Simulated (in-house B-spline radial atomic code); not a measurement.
V¹²⁺. Computed with a B-spline radial atomic code. Model: all-electron spherical atom, spin shells full or empty, radial basis limit, no spin-orbit coupling, Breit or QED, empty-state partial waves extrapolated as (l+1/2)^-4, RPA, G0W0 and static COHSEX of the highest shell as one setting changes (uncorrelated shells keep exact exchange).

In a row where one electron alone is correlated, RPA and GW hold only self-correlation.

Given: element V; charge 12; filled core Ne; hamiltonian one-electron scalar X2C; mean-field start HSE06; highest l of empty states 9; nuclear rms radius 3.6002 fm; highest mean-field shell 3s up.

Shell: 3s 1 0 (electrons up and down).

```
lowest nl shells left uncorrelated  RPA correlation energy (hartree)  G0W0 level (eV)  G0W0 minus most complete (meV)  COHSEX level (eV)
                                 0                          -0.69215          -338.07                               0            -340.61
                                 1                                 ?                ?                               ?                  ?
                                 2                                 ?                ?                               ?                  ?
                                 3                          -0.04034          -337.56                           510.6            -339.83
```

Problem. What follows for lowest nl shells left uncorrelated = 1?

Solution. RPA correlation energy -0.55334 hartree; G0W0 level -338.07 eV; G0W0 minus most complete 6.9 meV; COHSEX level -340.59 eV.

Problem. What follows for lowest nl shells left uncorrelated = 2?

Solution. RPA correlation energy -0.40559 hartree; G0W0 level -338.1 eV; G0W0 minus most complete -29 meV; COHSEX level -340.65 eV.
